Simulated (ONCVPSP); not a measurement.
## Before and after: ONCV potential for osmium (Os)

| Property | Result |
| --- | --- |
| Element | Os (Z = 76) |
| Generator | ONCVPSP 4.0.1 |
| Type | optimised norm-conserving Vanderbilt (ONCV) |
| Functional | PBEsol |
| Relativity | scalar-relativistic |
| Frozen core | [Kr] 4d10 4f14 |
| Valence charge | 16 |
| Reference configuration | 5s2 5p6 5d6 6s2 |
| Partial waves | 5s+6s: rc 1.85 bohr, ncon 4, nbas 8, qcut 6.6 1/bohr, 2 projectors; 5p: rc 1.35 bohr, ncon 4, nbas 7, qcut 6.4 1/bohr, 2 projectors, debl 3.9 Ha; 5d: rc 2.60 bohr, ncon 4, nbas 9, qcut 6.2 1/bohr, 2 projectors, debl 3.2 Ha |
| Local potential | polynomial inside 1.15 bohr (lpopt 4, dvloc0 0 Ha) |
| Core correction | Teter function fitted to the true core (icmod 2), fcfact 0.25 |

Change: p: qcut 7.

Cutoffs: the cutoffs (Ha) at which the residual kinetic energy of the hardest occupied pseudo-wave falls to 1 and 0.1 mHa per electron; they do not see the model core or the augmentation charge, which bear on the density cutoff. Errors are all-electron minus pseudo energies relative to the spin-unpolarised reference configuration.

Predict the effect on cutoff, ghosts and configuration errors.

The potential gets softer (64 Ha and 82 Ha → 41 Ha and 79 Ha); the errors of the 4 common tests hardly move; neither file shows a bound ghost.

| quantity | base | changed |
| --- | --- | --- |
| cutoff, loose | 64 Ha | 41 Ha |
| cutoff, tight | 82 Ha | 79 Ha |
| loose cutoff by channel | s 15 Ha, p 64 Ha, d 13 Ha | s 15 Ha, p 41 Ha, d 13 Ha |
| bound ghosts | none | none |
| GHOST(+) flags under 300 eV | s at 172.7 eV | s at 172.7 eV |
| error for 5s2 5p6 5d6 6s1, meV [ΔE 9.62 eV] | -4.4 | -4.4 |
| error for 5s2 5p6 5d6 6s0, meV [ΔE 26.56 eV] | -18 | -18 |
| error for 5s2 5p6 5d5 6s0, meV [ΔE 55.44 eV] | -22 | -22 |
| error for 5s2 5p6 5d5 6s2, meV [ΔE 11.12 eV] | +9.6 | +9.7 |
| s: phases at 1.88 bohr within 0.05 rad from the reference energy up to (Ha; the scan ends near 5) | 4.8 | 4.8 |
| p: phases at 1.37 bohr within 0.05 rad from the reference energy up to (Ha; the scan ends near 5) | to the end of the scan | to the end of the scan |
| d: phases at 2.64 bohr within 0.05 rad from the reference energy up to (Ha; the scan ends near 5) | 4.8 | 4.8 |
| rms error of d²Exc/dni dnj with the model core, mHa | 0.72 | 0.74 |
